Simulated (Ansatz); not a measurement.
Isolated molecules relaxed with PBE0-D4/def2-TZVP in Ansatz; ΔE leaves out vibrations. CCSD(T)/CBS is the MP2 limit (def2-TZVPP, def2-QZVPP) plus CCSD(T) − MP2 in def2-TZVPP, frozen cores. This one scheme is used for every species, atoms too. DFT in def2-TZVPP. Open shells (•) are unrestricted, without spin–orbit coupling. def2 core potentials past Kr. For Sb outer-core shells are correlated without core-valence functions, so the limit isn't a true one: a few kJ/mol of doubt a bond, and 10 to 20 or more in all where bonds break to atoms.

`[CH3][SbH][CH3]` → H• + `[CH3][Sb][CH3]`•  (homolysis of the H–Sb bond)

```csv
level,ΔE (kcal/mol)
B97M-V,72.2
BHLYP,68.6
```

What does CCSD(T)/CBS give? (Best estimate.)

The calculation gave: +72.1 kcal/mol. The listed levels differ from it by 0.1, -3.5 kcal/mol.

Largest T1 diagnostic among the species: 0.012.

Leaving LDA and LC-ωPBE aside and taking each functional with its dispersion term where it has one, the values, not all of them listed here, spread over 4.7 kcal/mol, from revPBE-D4 to B97M-V. LDA lies +10.2 kcal/mol from PBE without D4, its usual overbinding. At CCSD(T), def2-SVP lies −5.8 kcal/mol from the extrapolated value and def2-TZVPP −1.8 kcal/mol: correlation converges slowly with the basis, and small sets miss more of it in the bonded molecule than in its fragments. The D4 term adds +0.7 kcal/mol with B3LYP and +0.4 kcal/mol with PBE0; it sums over pairs of atoms, weighted by their polarisabilities, and B3LYP, whose exchange is more repulsive, gets the larger term.

B3LYP here is the variant with VWN-RPA as its local correlation; programs differ in this.
